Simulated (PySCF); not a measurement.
A small calculation by hand: chemical shift, span and skew from a shielding tensor

Si(Cl)(F)(SeH)2 (ClFH2Se2Si), SMILES F[Si](Cl)([SeH])[SeH]. Atoms are numbered in the order given.

```xyz
7

F     -1.1007    -0.7705    -1.5685
Si    -0.4764    -0.1535    -0.2091
Cl    -2.0151     0.0998     1.1141
Se     0.4773     1.7630    -0.8763
Se     0.9292    -1.5627     0.8142
H      1.0649     1.9789     0.4499
H      1.9445    -1.4023    -0.2331
```

The structure is a stationary point at ωB97X-D3(BJ)/def2-SVP. The values are those of a single conformer.

GIAO shieldings from PySCF with PBE/pcSseg-1, non-relativistic, no solvent. The symmetric part of the tensor of F1 has the principal values 202.1, 237.4, 296.5 ppm. The same nucleus in CFCl3 has σ = 133.6 ppm at this level (PySCF, at its B3LYP-D3(BJ)/def2-TZVP geometry). Without spin–orbit terms, shifts of atoms bonded to Cl or Br come out too high.

Question: Work out the isotropic shielding, the ¹⁹F shift against CFCl3, the span and the skew.

Answer: 
σ(iso) = (σ11 + σ22 + σ33)/3 = 245.3 ppm. δ = σ(ref) − σ(iso) = 133.6 − (245.3) = -111.7 ppm.
Span Ω = σ33 − σ11 = 94.4 ppm. Skew κ = 3(σ(iso) − σ22)/Ω = 0.25. Tumbling in solution averages the tensor to δ; in a static solid the shielding alone would spread this spin-1/2 line over Ω.
